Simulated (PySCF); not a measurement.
LC-wPBE single point of triplet PdO(OH)₂ at its PBE0 minimum.

Input, equivalent to the run apart from its starting density:

```python
from pyscf import gto, scf, dft
mol = gto.M(atom='''
Pd     0.145536    -0.137906     0.000000
O      1.602485     0.901146     0.000000
O     -1.143732     1.318488     0.000000
O     -1.248793    -1.379411     0.000000
H     -0.617773     2.130714     0.000000
H     -2.132837    -0.983488     0.000000''',
    basis={'Pd': 'def2-SVP', 'O': 'def2-SVP', 'H': 'def2-SVP'},
    ecp={'Pd': 'def2-SVP'},
    charge=0, spin=2)
mf = dft.UKS(mol, xc='LC_WPBE')
mf.grids.atom_grid = (75, 302)
aux = {'Pd': 'def2-universal-JKFIT', 'O': 'def2-universal-JKFIT', 'H': 'def2-universal-JKFIT'}
mf = mf.density_fit(auxbasis=aux)
mf.conv_tol = 1e-08
mf.diis_space = 10
mf.max_cycle = 60
mf.verbose = 4
mf.kernel()
```

SCF log (excerpt):

```
init E= -354.298099720137
cycle= 1 E= -354.301415702796  delta_E= -0.00332  |g|= 0.0545  |ddm|= 0.11
cycle= 2 E= -354.300022904964  delta_E= 0.00139  |g|= 0.0837  |ddm|= 0.101
cycle= 3 E= -354.302855138189  delta_E= -0.00283  |g|= 0.0111  |ddm|= 0.0637
cycle= 4 E= -354.302964537612  delta_E= -0.000109  |g|= 0.00962  |ddm|= 0.0171
cycle= 5 E= -354.303056834348  delta_E= -9.23e-05  |g|= 0.0028  |ddm|= 0.0138
cycle= 6 E= -354.303106224835  delta_E= -4.94e-05  |g|= 0.00163  |ddm|= 0.0157
cycle= 7 E= -354.303117635714  delta_E= -1.14e-05  |g|= 0.00105  |ddm|= 0.0076
cycle= 8 E= -354.303120901628  delta_E= -3.27e-06  |g|= 0.000732  |ddm|= 0.0035
cycle= 9 E= -354.303123189962  delta_E= -2.29e-06  |g|= 0.000494  |ddm|= 0.00302
cycle= 10 E= -354.303125584509  delta_E= -2.39e-06  |g|= 0.000359  |ddm|= 0.00368
cycle= 11 E= -354.303126928113  delta_E= -1.34e-06  |g|= 0.000204  |ddm|= 0.00411
cycle= 12 E= -354.303127107764  delta_E= -1.8e-07  |g|= 0.000123  |ddm|= 0.00205
cycle= 13 E= -354.303127252959  delta_E= -1.45e-07  |g|= 7.52e-05  |ddm|= 0.00126
cycle= 14 E= -354.303127310062  delta_E= -5.71e-08  |g|= 4.43e-05  |ddm|= 0.000886
cycle= 15 E= -354.303127321368  delta_E= -1.13e-08  |g|= 3.64e-05  |ddm|= 0.000269
cycle= 16 E= -354.303127328657  delta_E= -7.29e-09  |g|= 1.82e-05  |ddm|= 0.000266
Extra cycle  E= -354.303127329892  delta_E= -1.23e-09  |g|= 1.62e-05  |ddm|= 5.58e-05
converged SCF energy = -354.303127329892  <S^2> = 2.0225943  2S+1 = 3.0150252
```

With open d or f shells other occupations or spin states may lie lower.

This run, together with those of the ionised and electron-attached species (not shown), took 20 s on 2 threads of a shared Arm Neoverse V1 host, with 83 basis functions; the process peaked at 1.1 GiB. Launch command: `OMP_NUM_THREADS=2 python axn.py task.json out`.
